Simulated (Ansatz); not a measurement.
One change: `C=C(F)N[SiH3]` becomes `C=C(F)SC`.

Ansatz, PBE0-D4/def2-TZVP geometries, multiplicity 1. Each molecule was computed in one conformer, which needn't be the lowest.

```json
{"property": "LUMO energy (PBE0/def2-TZVPP) / eV", "`C=C(F)N[SiH3]`": "0.26"}
{"property": "size of the dipole moment (ωB97M-V/def2-TZVPP) / D", "`C=C(F)N[SiH3]`": "1.86"}
{"property": "HOMO energy (ωB97M-V/def2-TZVPP) / eV", "`C=C(F)N[SiH3]`": "-8.55"}
{"property": "LUMO energy (PBE/def2-TZVPP) / eV", "`C=C(F)N[SiH3]`": "-0.59"}
{"property": "zero-point energy (PBE0-D4/def2-TZVP) / kJ/mol", "`C=C(F)N[SiH3]`": "201.0"}
{"property": "HOMO energy (PBE0/def2-TZVPP) / eV", "`C=C(F)N[SiH3]`": "-6.35"}
```

(1) Give the same properties after the change, and the shifts. (Best estimate.)

## Answers

(1) The calculation gave: 
```json
{"property": "LUMO energy (PBE0/def2-TZVPP) / eV", "`C=C(F)SC`": "-0.21", "shift": "-0.47"}
{"property": "size of the dipole moment (ωB97M-V/def2-TZVPP) / D", "`C=C(F)SC`": "1.18", "shift": "-0.68"}
{"property": "HOMO energy (ωB97M-V/def2-TZVPP) / eV", "`C=C(F)SC`": "-8.86", "shift": "-0.31"}
{"property": "LUMO energy (PBE/def2-TZVPP) / eV", "`C=C(F)SC`": "-1.18", "shift": "-0.59"}
{"property": "zero-point energy (PBE0-D4/def2-TZVP) / kJ/mol", "`C=C(F)SC`": "192.7", "shift": "-8.3"}
{"property": "HOMO energy (PBE0/def2-TZVPP) / eV", "`C=C(F)SC`": "-6.70", "shift": "-0.35"}
```

With PBE0 the HOMO falls by 0.35 eV and the LUMO falls by 0.47 eV, so the gap narrows by about 0.12 eV. PBE moves the HOMO by -0.36 eV and ωB97M-V by -0.31 eV. The zero-point energy changes by -8.3 kJ/mol with -3 modes. Dipoles are sizes alone; their direction can turn.
